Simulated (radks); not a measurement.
Results of a calculation; reference values are marked as such.
Q: These are the eigenvalues of the occupied orbitals of an atom or ion with whole-number occupations (hartree). Code: a radial shooting solver on a logarithmic mesh with Libxc functionals. Model: non-relativistic Kohn-Sham, LDA (Slater exchange, Perdew-Wang correlation), spin-unpolarised, spherical densities, point nucleus.

1s: -344.4120
2s: -60.70802
2p: -56.26660
3s: -22.38381

Which element is it, and in what charge state? The configuration may be excited.

A: Z = 29, copper, charge +17: Cu17+ in [Ne] 3s2. The list shows which subshells hold electrons but not how many an open one holds; the 1s level, -344.41 hartree, gives Z - s = 26.2 by -(Z - s)^2/2, which with screening narrows Z to a few neighbours, and the depths of the outer levels then fix element, charge and occupations together.
